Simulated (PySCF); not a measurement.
# Ionisation energy of Se by level of theory

Se [Ar] 3d10 4s2 4p4 (3P) → Se⁺ [Ar] 3d10 4s2 4p3 (4S), as a difference of total energies. All numbers are calculated (PySCF 2.14, the non-relativistic Hamiltonian (point nucleus), in def2-TZVPPD). Correlated levels: valence and next inner shell: [Ne] frozen. The calculations carry no spin-orbit coupling.

```tsv
method	ionisation energy (eV)	difference from reference (eV)
UHF	8.586	-1.049
MP2 (valence and next inner shell)	9.294	-0.341
SCS-MP2 (valence and next inner shell)	9.341	-0.294
CCSD (valence and next inner shell)	9.383	-0.252
CCSD(T) (valence and next inner shell)	9.418	-0.217
```

Reference: 9.635 eV (measured; NIST levels, between the centres of gravity of the two terms).

These non-relativistic numbers lack the scalar-relativistic shift.

Errors of the correlated levels include the incompleteness of this basis and the frozen core.
